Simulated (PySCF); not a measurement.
# Complete the spectrum of C5H9NSi

Species: C₅H₉NSi.
InChI=1S/C5H9NSi/c1-2-5-3-4-7(5)6/h1,5,7H,3-4,6H2/t5-,7+/m1/s1

Method: PySCF, TDDFT wB97X-D/def2-SVPD, vertical, gas phase, core orbitals frozen in the response. One conformer (not necessarily the lowest) at the PBE0-D3(BJ)/def2-SVP geometry, without solvent, vibrations or thermal averaging. Torsions of this conformer, `[CH:1]#[C:2][C@@H:3]1[CH2:4][CH2:5][Si@@H:6]1[NH2:7]`: H–N7–Si6–C5 -56°, H–N7–Si6–C5 157°.

Lowest singlets, with some entries withheld (?).

```
state  λ (nm)       f     main configurations (H = HOMO, L = LUMO)
   S1   205.9  0.0024        H→L+1 (34%), H→L+5 (13%), H→L+2 (10%)
   S2   192.1   0.032       H→L+2 (34%), H→L+4 (11%), H-1→L+1 (9%)
   S3   186.7   0.013                                    H→L (64%)
   S4   184.2  0.0026  H-1→L+2 (43%), H-1→L+4 (13%), H-2→L+2 (10%)
   S5   174.2   0.031        H→L+4 (21%), H-2→L (19%), H→L+2 (16%)
   S6   167.5   0.052                     H→L+3 (61%), H→L+1 (11%)
   S7   165.1   0.027        H→L+1 (16%), H-1→L (14%), H→L+5 (12%)
   S8       ?       ?                                            ?
   S9   161.8   0.124      H-2→L (30%), H-2→L+2 (8%), H-1→L+1 (8%)
  S10       ?       ?                                            ?
```

Q: Fill in the withheld entries.

A: 
- S8: λ = 163.0 nm; f = 0.059; H-1→L (24%), H-1→L+2 (21%), H-1→L+4 (9%)
- S10: λ = 156.5 nm; f = 0.027; H-2→L+2 (16%), H-1→L+1 (11%), H-3→L (10%)

Q: What is the vertical ionisation energy by ΔSCF at this level?

A: 8.75 eV; −ε(HOMO) is 8.60 eV.

Q: How far apart are S5 and S8, in eV and cm⁻¹?

A: 7.605 − 7.118 = 0.487 eV, or about 3930 cm⁻¹.

Q: Where do the lowest triplets lie (Tamm–Dancoff)?

A: T1 5.27 eV, H→L+2 (30%); T2 5.65 eV, H→L+1 (27%), H→L+5 (11%), H→L+4 (11%); T3 5.80 eV, H-1→L+1 (13%), H→L+2 (13%), H-1→L+5 (10%); T4 6.43 eV, H→L (24%), H-1→L+2 (23%), H-1→L+4 (11%). E(S1) − E(T1) = +0.75 eV.

The run took 7.6 min of wall time on one thread of an Arm Neoverse N1 (shared host), and the process peaked at 0.93 GiB of memory.
